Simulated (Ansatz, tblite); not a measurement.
Cost and result up the ladder for the cluster Ag₄ (the lowest singlet isomer of a short search) (4 atoms). Charge 0, multiplicity 1. Geometry: PBE-D4/def2-SVP.

```xyz
4

Ag    2.054   -0.762   -1.017
Ag   -0.331    0.600   -1.118
Ag   -2.054    0.763    1.017
Ag    0.330   -0.602    1.118
```

Ansatz on 4 threads of INTEL XEON PLATINUM 8581C on a shared host; xTB runs through tblite on one thread. Times are rough, summed over both states, and most runs start from the orbitals of an earlier one. ωB97M-V/def2-TZVP serves as the yardstick here, not as an exact answer. The other state is a triplet at its own geometry.

In the def2 sets Ag takes a core potential; there is no spin–orbit coupling. The xTB rows come from tblite. B3LYP takes the VWN-RPA correlation. Correlated methods freeze no core orbitals; core or outer-core shells of Ag are correlated, in sets that lack core-valence functions. At PBE0-D4/def2-TZVP a singlet of charge 0 lies 0.66 eV below the triplet, each at its own geometry. The structure comes from a short search, and lower isomers may exist.

Run but left out: HF/STO-3G (singlet: restricted singlet, unstable in another Hartree–Fock run and untested here); HF/def2-TZVP, MP2/def2-TZVP (singlet: restricted singlet, unstable towards broken spin symmetry).

Correlated methods converge slowly with the basis.

xTB has no spin-polarisation term.

| level | functions | wall time | triplet − singlet (eV) | difference from ωB97M-V/def2-TZVP (eV) |
| --- | --- | --- | --- | --- |
| GFN1-xTB | 36 | 0.007 s | 0.77 | -0.14 |
| GFN2-xTB | 36 | 0.011 s | 0.98 | 0.06 |
| PBE-D4/def2-TZVP | 160 | 3.2 s | 0.68 | -0.23 |
| B3LYP-D4/def2-TZVP | 160 | 5.2 s | 0.66 | -0.25 |
| PBE0-D4/def2-TZVP | 160 | 5.7 s | 0.66 | -0.25 |
| r2SCAN-D4/def2-TZVP (with forces) | 160 | 7.4 s | 0.61 | -0.30 |
| r2SCANh-D4/def2-TZVP | 160 | 8.9 s | 0.61 | -0.30 |
| RPA@PBE/def2-TZVP | 160 | 10 s | 0.69 | -0.22 |
| ωB97X-V/def2-TZVP | 160 | 13 s | 0.82 | -0.09 |
| ωB97M-V/def2-TZVP | 160 | 17 s | 0.91 | 0.00 |
